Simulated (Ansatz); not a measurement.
CH4AlFSSi, SMILES `F[CH]1[SiH2][Al]1[SH]`, relaxed with RKS PBE-D4/def2-SVP in Ansatz 0.2.0 from a rough embedded geometry. The force threshold is 0.03 eV/Å; the program also tests the step.

Charge 0, multiplicity 1.

Start:

```xyz
9

F     0.697   -1.588    1.326
C    -0.350   -1.019    0.625
Si   -0.675    0.738    1.190
Al    0.090    0.011   -0.911
S     0.898    0.400   -3.045
H    -1.243   -1.689    0.532
H    -2.045    1.269    0.990
H     0.362    1.427    1.874
H     2.267    0.451   -2.580
```

```csv
step,energy (eV),largest force (eV/Å),largest move (Å)
1,-29099.8434,2.071,0.000
2,-29100.4993,1.464,0.198
3,-29100.6830,0.975,0.195
4,-29100.7677,0.643,0.200
5,-29100.8785,0.800,0.195
6,-29100.9586,1.412,0.195
7,-29101.0135,0.546,0.200
8,-29101.0873,0.236,0.153
9,-29101.0997,0.154,0.078
10 (rejected),-29101.0992,0.124,0.113
11,-29101.1012,0.105,0.057
12,-29101.1020,0.086,0.037
13 (rejected),-29101.1019,0.114,0.028
14,-29101.1029,0.022,0.013
```

End:

```xyz
9

F     0.657   -1.665    1.387
C    -0.087   -0.865    0.551
Si   -0.893    0.838    1.040
Al    0.176    0.309   -1.017
S     1.230    0.669   -2.914
H    -0.969   -1.443    0.143
H    -2.231    0.901    1.739
H     0.093    1.683    1.811
H     2.025   -0.427   -2.739
```

Run time 20 s (4 threads of an Arm Neoverse V1 on a shared host); peak host memory 0.19 GiB.
